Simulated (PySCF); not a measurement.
## Trend along the halogens: MCd molecules

PBE0 with triple-zeta basis sets in PySCF, for the lowest determinant that a PBE0 search found; no spin–orbit coupling. De refers to high-spin ground-configuration atoms. A positive dipole means M(−)Cd(+).

```csv
M,basis,state (unpaired electrons),Re (Å),ωe (cm⁻¹),De (eV),μ (D)
F,def2-TZVPP,doublet (σ ↑),1.992,507,2.41,3.68
Cl,x2c-TZVPPall,doublet (σ ↑),2.357,315,2.02,3.43
Br,x2c-TZVPPall,doublet (σ ↑),2.496,219,1.71,3.25
I,def2-TZVPP,doublet (σ ↑),2.698,169,1.30,3.04
```

The shortest bond is that of CdF (1.992 Å), the longest that of CdI (2.698 Å). CdF is bound most strongly (2.41 eV) and CdI least (1.30 eV).

The rows differ in basis set, which adds steps of its own.

Down a group the atoms grow and get heavier, so bonds lengthen and wavenumbers fall; this series shows no clear exception.

These are scalar-relativistic numbers at best; spin–orbit coupling would shift them, the dissociation energy most. States were picked by a PBE0 search and need not be the measured ground states.
